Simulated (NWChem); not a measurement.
SiNH₅TeO; SMILES N[Te]O[SiH3]

```xyz
9

Te    -0.3063     0.7686    -0.0484
N      1.6076     1.3233     0.0494
H      1.9909     1.4241     0.9853
H      2.2486     0.8318    -0.5673
O     -0.2636    -1.0956     0.7199
Si     0.1275    -2.4382    -0.1885
H     -0.8428    -2.6577    -1.3067
H      0.1063    -3.6176     0.7243
H      1.4970    -2.3113    -0.7861
```
Atoms are numbered in this order, from 1.

Computed with NWChem. Geometry: optimised at PBE0/def2-SVP (def2 core potentials past Kr). B3LYP is NWChem's, with the RPA form of VWN correlation.

For level B3LYP/3-21G, non-relativistic:

| Quantity | Value |
|---|---|
| highest occupied level (eV) | -5.67 |
| orbital gap (eV) | 4.67 |

**Question.** How do the values read with level B3LYP/STO-3G, non-relativistic instead?

**Answer.** The highest occupied level (eV) is -3.20 and the orbital gap (eV) is 5.77.
